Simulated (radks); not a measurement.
Values are calculated unless marked as measured or tabulated.
Problem. Radial electron density D(r) = 4 pi r^2 rho(r) of an atom or ion with 41 electrons. Level of theory: scalar-relativistic Kohn-Sham, Slater X-alpha with alpha = 0.953, spin-unpolarised, spherical densities, finite nucleus; Fermi nuclear charge, rms radius of each element as measured or else 0.836 A^(1/3) + 0.57 fm (a radial shooting solver on a logarithmic mesh with Libxc functionals).

```
   r/bohr * D(r) (the largest magnitude, 68.2, reaches the edge; | marks zero)
 0.004458 |        *
 0.005805 |             *
  0.00762 |                   *
 0.009922 |                          *
  0.01292 |                                 *
  0.01696 |                                       *
  0.02208 |                                           *
  0.02875 |                                          *
  0.03774 |                                       *
  0.04914 |                                     *
  0.06399 |                                         *
  0.08399 |                                                  *
   0.1094 |                                                      *
   0.1436 |                                              *
   0.1869 |                                    *
   0.2434 |                                    *
   0.3195 |                                          *
    0.416 |                                   *
   0.5417 |                  *
    0.711 |          *
   0.9259 |          *
    1.206 |        *
    1.582 |    *
    2.061 | *
    2.705 *
    3.522 *
    4.586 *
```

What is the nuclear charge?

Solution. Z = 43. The innermost maximum, from 1s, lies near gamma/Z bohr with gamma = sqrt(1 - (Z/c)^2) = 0.949, here 0.0221 bohr (found: 0.0241), and its height grows with Z. The density is that of the technetium ion Tc2+ in [Kr] 4d5; the configuration itself is not fixed sharply by these data, and Z only to a few units. D(r) has 4 maxima, at r = 0.0241, 0.106, 0.325, 0.964 bohr, and minima at 0.0480, 0.211, 0.776 bohr, inside which lie 2.02, 11.12, 29.17 electrons.
